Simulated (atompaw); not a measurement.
**arsenic (As): one change to a PAW (atompaw) potential, before and after**

```json
{"Element": "As (Z = 33)", "Generator": "atompaw 4.2.0.5", "Type": "PAW", "Functional": "PBE", "Relativity": "scalar-relativistic", "Frozen core": "[Ar] 3d10", "Valence charge": "5", "Reference configuration": "4s1.75 4p3.25", "Partial waves": "4s (bound); 4s channel at 2.85 Ry; 4p (bound); 4p channel at 3.4 Ry", "Local potential": "bessel scheme, radius 1.95 bohr", "Core correction": "smooth core density matched at 1.35 bohr", "Augmentation charge": "besselshape compensation charge, radius 2.00 bohr; PAW radius 2.10 bohr; waves and projectors: bloechl"}
```

Change: waves 4s (bound): rc 1.30 bohr; 4s channel at 2.85 Ry: rc 2.10 bohr; 4p (bound): rc 2.10 bohr; 4p channel at 3.4 Ry: rc 2.10 bohr; augmentation besselshape compensation charge, radius 2.00 bohr; PAW radius 2.10 bohr; waves and projectors: custom rrkj gramschmidtortho.

Cutoffs: the cutoffs (Ry, on a coarse ladder) from which the occupation-weighted sum of valence levels, in a spherical-Bessel basis at the reference potential, stays within 10 and 1 mRy of its value at 400 Ry; they do not see the model core or the augmentation charge, which bear on the density cutoff.

Q: What does the change do?

A: The potential gets harder (10 Ry and 15 Ry → 21 Ry and 40 Ry); neither file shows a bound ghost.

| quantity | base | changed |
| --- | --- | --- |
| cutoff, loose | 10 Ry | 21 Ry |
| cutoff, tight | 15 Ry | 40 Ry |
| loose cutoff by channel (10 mRy a level) | s 6 Ry, p 6 Ry | s 18 Ry, p 8 Ry |
| bound ghosts | none | none |
| s: phases at 2.10 bohr within 0.05 rad from the reference energy up to (Ry; the scan ends near 5) | to the end of the scan | to the end of the scan |
| p: phases at 2.10 bohr within 0.05 rad from the reference energy up to (Ry; the scan ends near 5) | to the end of the scan | to the end of the scan |
| lowest overlap eigenvalue by channel | s 0.41, p 0.63 | s 0.08, p 0.64 |

 The cutoffs see the waves, projectors and local potential, not the compensation charge or the core.
